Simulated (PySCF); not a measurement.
CdCl, SMILES [Cl][Cd] (connectivity only; charge and spin as stated), neutral, multiplicity 2.

Geometry optimised at r2SCAN-D4/def2-TZVPD. The spin state was assumed, not searched. The def2 effective core potentials stand for the cores of Cd; spin–orbit coupling is left out.

The numbers are results of PBE/def2-TZVPD in PySCF, not measurements.

Gas-phase values at a fixed geometry.

The total energy is -627.81803 hartree and the point group is C∞v. The α spin, highest occupied and lowest empty level is -5.69 and -1.68 eV and the β spin, highest occupied and lowest empty level is -7.00 and -4.81 eV. The dipole moment is 3.27 D and the mean static polarisability is 56.0 bohr³ (8.30 Å³). The polarisability, principal values is 46.8, 46.8, 74.3 bohr³ and the ⟨S²⟩ comes out as 0.752 (pure state 0.75).
